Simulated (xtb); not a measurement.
CS2, triplet, at a GFN2-xTB geometry (a higher spin typed on purpose: for a closed-shell molecule this is an excited state), atoms displaced at random by about 0.05 Å a coordinate; GFN1-xTB (xtb 6.7.1).

xtb was given this input:
```
$ xtb mol.xyz --gfn 1 --uhf 2 --opt loose --json

# file mol.xyz
3

S     -1.43141721     0.06807166     0.25640435
C     -0.04724568    -0.10048290    -0.60167398
S      1.49188140     0.06292986     0.05223865
```

What the program printed (banner, timings and long lists left out):

```
   ID    Z sym.   atoms
    1   16 S      1, 3
    2    6 C      2

           -------------------------------------------------
          |                Calculation Setup                |
           -------------------------------------------------

           -------------------------------------------------
          |                 G F N 1 - x T B                 |
           -------------------------------------------------

          ...................................................
          :                      SETUP                      :
          :.................................................:
          :  # basis functions                  24          :
          :  # atomic orbitals                  22          :
          :  # shells                            8          :
          :  # electrons                        16          :
          :  # halogen bonds                     0          :
          :  max. iterations                   250          :
          :  Hamiltonian                  GFN1-xTB          :
          :  restarted?                      false          :
          :  GBSA solvation                  false          :
          :  PC potential                    false          :
          :  electronic temp.          300.0000000     K    :
          :  accuracy                    1.0000000          :
          :  -> integral cutoff          0.2500000E+02      :
          :  -> integral neglect         0.1000000E-07      :
          :  -> SCF convergence          0.1000000E-05 Eh   :
          :  -> wf. convergence          0.2000000E-04 e    :
          :  Broyden damping             0.4000000          :
          :  net charge                          0          :
          :  unpaired electrons                  2          :
          ...................................................

 iter      E             dE          RMSdq      gap      omega  full diag
   1     -9.3657948 -0.936579E+01  0.534E+00    1.24       0.0  T
   2     -9.3699411 -0.414622E-02  0.457E+00    1.18       1.0  T
   3     -9.3790701 -0.912902E-02  0.227E+00    1.22       1.0  T
   4     -9.3774236  0.164643E-02  0.912E-01    1.21       1.0  T
   5     -9.3814931 -0.406948E-02  0.269E-02    1.21       2.1  T
   6     -9.3814949 -0.181452E-05  0.345E-04    1.21     167.2  T
   7     -9.3814949 -0.262879E-09  0.134E-04    1.21     429.7  T
   8     -9.3814949 -0.381934E-10  0.438E-07    1.21  100000.0  T

[...]
         :: total energy              -9.338382835182 Eh    ::
 * total energy  :    -9.3383828 Eh     change        0.2309264E-13 Eh
 * total energy  :    -9.3401130 Eh     change       -0.1730193E-02 Eh
 * total energy  :    -9.3405152 Eh     change       -0.4022092E-03 Eh
 * total energy  :    -9.3405465 Eh     change       -0.3127295E-04 Eh
   *** GEOMETRY OPTIMIZATION CONVERGED AFTER 4 ITERATIONS ***
         :: total energy              -9.340546510187 Eh    ::
[...]
        10                         -0.3051555              -8.3037 (LUMO)
        11                         -0.1601918              -4.3590
        12                         -0.1364390              -3.7127
        13                         -0.0581807              -1.5832
        14                         -0.0581094              -1.5812
        15                         -0.0557572              -1.5172
        16                         -0.0551891              -1.5018
        17                         -0.0505874              -1.3766
        18                         -0.0412121              -1.1214
        19                         -0.0095937              -0.2611
        20                          0.0324396               0.8827
       ...                                ...                  ...
        22                          0.5192348              14.1291
      -------------------------------------------------------------
                  HL-Gap            0.0433710 Eh            1.1802 eV
             Fermi-level           -0.3764240 Eh          -10.2430 eV

  Mulliken/CM5 charges         n(s)   n(p)   n(d)
     1S    -0.05104 -0.06907   1.932  4.093  0.027
     2C     0.10244  0.13836   1.245  2.653  0.000
     3S    -0.05140 -0.06929   1.932  4.093  0.026

Wiberg/Mayer (AO) data.
largest (>0.10) Wiberg bond orders for each atom

 ---------------------------------------------------------------------------
     #   Z sym  total        # sym  WBO       # sym  WBO       # sym  WBO
 ---------------------------------------------------------------------------
     1  16 S    2.141 --     2 C    1.708     3 S    0.432
     2   6 C    3.409 --     1 S    1.708     3 S    1.700
     3  16 S    2.133 --     2 C    1.700     1 S    0.432
 ---------------------------------------------------------------------------

Topologies differ in total number of bonds
Writing topology from bond orders to xtbtopo.mol

 dipole moment from electron density (au)
     X       Y       Z
   0.0066   0.0230   0.1050  total (Debye):    0.274

optimized geometry written to: xtbopt.xyz

           -------------------------------------------------
          | TOTAL ENERGY               -9.340546510187 Eh   |
          | GRADIENT NORM               0.002348494468 Eh/α |
          | HOMO-LUMO GAP               1.180184921423 eV   |
           -------------------------------------------------

normal termination of xtb
```
